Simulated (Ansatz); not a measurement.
Process, species as SMILES: C[SiH](C)O[SiH3] → C[SiH](C)O[SiH2] + H atom (the H-Si bond at the site shown breaks; other sites are not compared here)
Structures are relaxed separately at B3LYP-D3(BJ)/def2-TZVP in Ansatz (a program for electronic structure), one conformer each, not searched for the lowest.

Property: bond dissociation energy (electronic energy difference), in eV. Cores are frozen in the correlated levels unless marked. Open shells are spin-unrestricted. No spin-orbit coupling. Non-relativistic. CBS marks a two-point X^-3 extrapolation of the correlation energy; Hartree-Fock from the larger set.

CCSD(T)/CBS(cc-pV(T+d)Z,cc-pV(Q+d)Z) (Ansatz) gives 4.25 eV.

Task: Another calculation gave 4.24 eV. Which level was it?
A. B2PLYP/def2-TZVPD (Ansatz)
B. wB97M-V/def2-TZVPD (Ansatz)
C. r2SCAN/def2-TZVPD (Ansatz)
D. revPBE/def2-TZVPD (Ansatz)

Result: B, wB97M-V/def2-TZVPD (Ansatz). The others give 4.00 (r2SCAN), 4.12 (B2PLYP), 3.86 (revPBE) eV.
